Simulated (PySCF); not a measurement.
Positional isomers: propene ethynyl. Gas-phase values, no solvent. One relaxed conformer stands for each flexible species; it need not be the lowest. Strings in code marks are SMILES.

The LUMO from two functionals at the same geometries (PBE0-D3(BJ)/def2-TZVP), both in PySCF: PBE-D3(BJ)/def2-TZVP and B3LYP-D3(BJ)/def2-TZVP. B3LYP has the VWN-RPA correlation part, as in Gaussian. 

```
species      PBE-D3(BJ)/def2-TZVP (eV)  B3LYP-D3(BJ)/def2-TZVP (eV)
-----------  -------------------------  ---------------------------
`C#C/C=C/C`                      -1.61                        -0.88
`C#C/C=C\C`                      -1.62                        -0.89
`C#CCC=C`                        -0.98                        -0.18
```

Over these rows, drawn at random from the members with no instability flagged (it was tested for open shells, ions and some series alone), PBE minus B3LYP-D3(BJ): mean -0.76 eV, from -0.81 eV to -0.73 eV.
